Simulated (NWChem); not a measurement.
Molecule: C$_{4}$H$_{4}$O$_{2}$; SMILES Oc1ccoc1

```xyz
10

O     -0.0974    -2.0636     0.0000
C     -0.0270    -0.7178     0.0000
C      1.1405     0.1120     0.0000
C      0.6736     1.3942     0.0000
O     -0.6648     1.4132     0.0000
C     -1.1005     0.1295     0.0000
H      0.7938    -2.4242     0.0000
H      2.1823    -0.2043     0.0000
H      1.1738     2.3596     0.0000
H     -2.1729    -0.0360     0.0000
```
Atoms are numbered in this order, from 1.

Results from NWChem. Pople sets run with spherical d functions. All runs use the structure optimised with PBE0/def2-SVP. Level SCAN/6-31G*: energy and gradient on several grids; changes count from the extra-fine grid, which is no exact limit either.

| grid | size of the energy change (μHa) | largest change of a gradient component (μHa/bohr) | time, medium = 1 (rough) |
|---|---|---|---|
| xcoarse | 5000 | 8000 | about 1 |
| coarse | 20000 | 2000 | about 1 |
| medium | 2000 | 1000 | about 1 |
| fine | 1000 | 900 | about 1 |
| xfine | < 10 | < 30 | 4 |
